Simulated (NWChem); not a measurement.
Program: NWChem. System: Cl₃Ge, charge 0, spin multiplicity 2, at a geometry optimised with UPBE0/def2-SVP. The structure started from a generated list of species. Its SCF solution wasn't tested for a lower state. Level: UPBE0/def2-TZVP.

Part of the output:

```
             Northwest Computational Chemistry Package (NWChem) 7.3.0
             --------------------------------------------------------

                                NWChem Input Module
                                -------------------

 Scaling coordinates for geometry "geometry" by  1.889725989
 (inverse scale =  0.529177249)

 Turning off AUTOSYM since
 SYMMETRY directive was detected!

                             Geometry "geometry" -> ""
                             -------------------------

 Output coordinates in angstroms (scale by  1.889725989 to convert to a.u.)

  No.       Tag          Charge          X              Y              Z
 ---- ---------------- ---------- -------------- -------------- --------------
    1 Cl                  17.0000    -1.01133700    -0.29749000     1.75475100
    2 Ge                  32.0000    -0.00279300     0.46441700     0.00000000
    3 Cl                  17.0000    -1.01133700    -0.29749000    -1.75475100
    4 Cl                  17.0000     2.02793100    -0.27921500     0.00000000

 Effective nuclear repulsion energy (a.u.)     530.0727040043

            Nuclear Dipole moment (a.u.)
            ----------------------------
        X                 Y               Z
 ---------------- ---------------- ----------------
    -0.0000132281     0.0000548021     0.0000000000

      Symmetry information
      --------------------

 Group name             Cs
 Group number              2
 Group order               2
 No. of unique centers     3

      Symmetry unique atoms

     1    2    4


 Summary of "ao basis" -> "" (spherical)
 ------------------------------------------------------------------------------
       Tag                 Description            Shells   Functions and Types
 ---------------- ------------------------------  ------  ---------------------
 *                         def2-tzvp                  on all atoms

                                 NWChem DFT Module
                                 -----------------

 Summary of "ao basis" -> "ao basis" (spherical)
 ------------------------------------------------------------------------------
       Tag                 Description            Shells   Functions and Types
 ---------------- ------------------------------  ------  ---------------------
 Cl                        def2-tzvp                13       37   5s5p2d1f
 Ge                        def2-tzvp                16       48   6s5p4d1f

 Summary of "ao basis" -> "ao basis" (spherical)
 ------------------------------------------------------------------------------
       Tag                 Description            Shells   Functions and Types
 ---------------- ------------------------------  ------  ---------------------
 Cl                        def2-tzvp                13       37   5s5p2d1f
 Ge                        def2-tzvp                16       48   6s5p4d1f

      Symmetry analysis of basis
      --------------------------

        a'         94
        a"         65

            General Information
            -------------------
          SCF calculation type: DFT
          Wavefunction type:  spin polarized.
          No. of atoms     :     4
          No. of electrons :    83
           Alpha electrons :    42
            Beta electrons :    41
          Charge           :     0
          Spin multiplicity:     2
          Use of symmetry is: on ; symmetry adaption is: on
          Maximum number of iterations: 100
          AO basis - number of functions:   159
                     number of shells:    55
          Convergence on energy requested:  1.00D-06
          Convergence on density requested:  1.00D-05
          Convergence on gradient requested:  5.00D-04

              XC Information
              --------------
                         PBE0 Method XC Functional
                     Hartree-Fock (Exact) Exchange  0.250
          PerdewBurkeErnzerhof Exchange Functional  0.750
            Perdew 1991 LDA Correlation Functional  1.000 local
           PerdewBurkeErnz. Correlation Functional  1.000 non-local

             Grid Information
             ----------------
          Grid used for XC integration:  medium
          Radial quadrature: Mura-Knowles
[...]
   Bfn.  Coefficient  Atom+Function         Bfn.  Coefficient  Atom+Function
  ----- ------------  ---------------      ----- ------------  ---------------
   139      0.329205  4 Cl pz                15     -0.285088  1 Cl px
   100      0.285088  3 Cl px               142      0.208105  4 Cl pz
    18     -0.180217  1 Cl px               103      0.180217  3 Cl px
    17     -0.164595  1 Cl pz               102     -0.164595  3 Cl pz
   136      0.151239  4 Cl pz                12     -0.130971  1 Cl px

 Vector   42  Occ=0.000000D+00  E=-1.699370D-01  Symmetry=a'
              MO Center= -3.1D-03,  5.1D-01, -1.5D-14, r^2= 4.0D+00
   Bfn.  Coefficient  Atom+Function         Bfn.  Coefficient  Atom+Function
  ----- ------------  ---------------      ----- ------------  ---------------
    43      0.633609  2 Ge s                 42      0.424841  2 Ge s
    54      0.264275  2 Ge py                57      0.239119  2 Ge py
    41     -0.199605  2 Ge s                 16     -0.171004  1 Cl py
   101     -0.171004  3 Cl py               138     -0.169574  4 Cl py
    19     -0.166909  1 Cl py               104     -0.166909  3 Cl py

 Vector   43  Occ=0.000000D+00  E=-2.835806D-02  Symmetry=a'
              MO Center=  2.0D-04, -3.3D-02, -3.1D-14, r^2= 4.2D+00
   Bfn.  Coefficient  Atom+Function         Bfn.  Coefficient  Atom+Function
  ----- ------------  ---------------      ----- ------------  ---------------
    57      0.709265  2 Ge py                42     -0.465391  2 Ge s
    43     -0.449657  2 Ge s                 54      0.429870  2 Ge py
   140     -0.305682  4 Cl px                20     -0.265093  1 Cl pz
   105      0.265093  3 Cl pz                 5      0.218388  1 Cl s
    90      0.218388  3 Cl s                127      0.218394  4 Cl s

 Vector   44  Occ=0.000000D+00  E= 1.118479D-02  Symmetry=a'
              MO Center= -6.5D-02,  4.1D-01, -4.0D-15, r^2= 4.5D+00
   Bfn.  Coefficient  Atom+Function         Bfn.  Coefficient  Atom+Function
  ----- ------------  ---------------      ----- ------------  ---------------
    56      1.006745  2 Ge px                53      0.460220  2 Ge px
   127     -0.435461  4 Cl s                140      0.334833  4 Cl px
    20     -0.250762  1 Cl pz               105      0.250762  3 Cl pz
     5      0.217735  1 Cl s                 90      0.217735  3 Cl s
   141     -0.202966  4 Cl py                47     -0.182551  2 Ge px

   alpha - beta orbital overlaps
   -----------------------------

   alpha      1      2      3      4      5      6      7      8      9     10
    beta      1      2      3      4      5      6      7      8      9     10
 overlap   1.000  1.000  1.000  1.000  1.000  1.000  1.000  1.000  1.000  0.978

   alpha     11     12     13     14     15     16     17     18     19     20
    beta     11     12     13     14     18     19     20     15     16     17
 overlap   0.978  0.965  0.963  0.963  0.965  0.958  0.958  0.998  1.000  0.998

   alpha     21     22     23     24     25     26     27     28     29     30
    beta     21     24     22     23     25     26     29     27     28     30
 overlap   1.000  1.000  1.000  1.000  0.919  0.919  1.000  0.919  0.919  1.000

   alpha     31     32     33     34     35     36     37     38     39     40
    beta     31     32     33     34     35     36     37     38     39     40
 overlap   1.000  1.000  0.994  0.994  0.994  0.989  0.987  0.987  0.991  0.991

   alpha     41     42     43     44     45     46     47     48     49     50
    beta     41     42     43     44     45     46     47     48     49     50
 overlap   1.000  0.985  0.995  0.997  0.997  0.969  0.989  0.989  0.972  0.989

   alpha     51     52     53     54     55     56     57     58     59     60
    beta     51     52     53     54     55     56     57     58     59     60
 overlap   0.989  1.000  1.000  0.979  0.998  0.998  0.998  0.998  0.998  0.999

   alpha     61     62     63     64     65     66     67     68     69     70
    beta     63     61     62     64     67     65     66     69     70     68
 overlap   0.978  0.998  0.998  0.999  0.993  0.999  0.999  0.997  0.997  1.000

   alpha     71     72     73     74     75     76     77     78     79     80
    beta     71     72     73     74     75     76     77     78     79     80
 overlap   0.998  0.998  0.998  0.998  0.999  0.999  0.998  0.998  0.997  0.997

   alpha     81     82     83     84     85     86     87     88     89     90
    beta     81     82     83     84     85     86     87     88     89     90
 overlap   0.992  0.997  0.997  0.984  0.998  0.998  0.991  0.997  0.997  1.000

   alpha     91     92     93     94     95     96     97     98     99    100
    beta     91     92     93     94     95     96     97     98     99    100
 overlap   0.998  0.998  0.999  1.000  1.000  0.999  1.000  1.000  1.000  0.999

   alpha    101    102    103    104    105    106    107    108    109    110
    beta    101    102    103    104    105    106    107    108    109    110
 overlap   0.999  0.999  0.999  0.999  0.992  0.992  1.000  1.000  0.994  0.871

   alpha    111    112    113    114    115    116    117    118    119    120
    beta    111    113    112    115    116    114    117    118    119    120
 overlap   0.871  0.891  0.891  0.826  0.826  0.994  0.999  0.998  0.998  0.999

   alpha    121    122    123    124    125    126    127    128    129    130
    beta    121    122    123    124    125    126    127    128    129    130
 overlap   0.997  0.998  0.998  0.998  0.998  0.996  0.999  0.999  1.000  0.999

   alpha    131    132    133    134    135    136    137    138    139    140
    beta    131    132    133    134    135    136    137    138    139    140
 overlap   0.997  0.997  0.998  0.998  1.000  1.000  0.998  0.998  1.000  0.998

   alpha    141    142    143    144    145    146    147    148    149    150
    beta    141    142    143    144    145    146    147    148    149    150
 overlap   0.998  1.000  1.000  1.000  1.000  1.000  1.000  1.000  0.999  0.999

   alpha    151    152    153    154    155    156    157    158    159
    beta    151    152    153    154    155    156    157    158    159
 overlap   0.999  0.999  1.000  1.000  1.000  1.000  1.000  1.000  1.000

     --------------------------
     Expectation value of S2:
     --------------------------
      <S2> =      0.7537 (Exact =     0.7500)

 center of mass
 --------------
 x =  -0.00023916 y =   0.03974338 z =   0.00000000

 moments of inertia (a.u.)
 ------------------
         857.516345499736          -4.091952751038           0.000000000000
          -4.091952751038        1538.026382564289           0.000000000000
           0.000000000000           0.000000000000         857.494299948134

     Multipole analysis of the density
     ---------------------------------

     L   x y z        total         alpha         beta         nuclear
     -   - - -        -----         -----         ----         -------
     0   0 0 0     -0.000000    -42.000000    -41.000000     83.000000

     1   1 0 0     -0.002877      0.002175     -0.005039     -0.000013
     1   0 1 0      0.476719     -0.361549      0.838213      0.000055
     1   0 0 1      0.000000      0.000000     -0.000000      0.000000

     2   2 0 0    -41.724444   -210.081859   -205.490544    373.847959
     2   1 1 0     -0.014748     -1.008243     -1.013205      2.006700
     2   1 0 1      0.000000     -0.000000      0.000000      0.000000
     2   0 2 0    -39.270771    -42.406408    -36.989585     40.125222
     2   0 1 1     -0.000000     -0.000000      0.000000      0.000000
     2   0 0 2    -41.724471   -210.087264   -205.495988    373.858781

 Task  times  cpu:        9.0s     wall:        9.0s

 Total times  cpu:        9.0s     wall:        9.0s
```

**Question.** Write an NWChem input that would produce this output.

**Answer.** This is not unique; one that fits is 
```
start mol
memory heap 200 mb stack 900 mb global 1100 mb
geometry units angstroms nocenter noautoz
  Cl    -1.011337    -0.297490     1.754751
  Ge    -0.002793     0.464417     0.000000
  Cl    -1.011337    -0.297490    -1.754751
  Cl     2.027931    -0.279215     0.000000
  symmetry group Cs
end
basis spherical
  * library def2-tzvp
end
dft
  xc pbe0
  odft
  mult 2
  semidirect memsize 60000000 filesize 0
  iterations 100
end
task dft energy
```
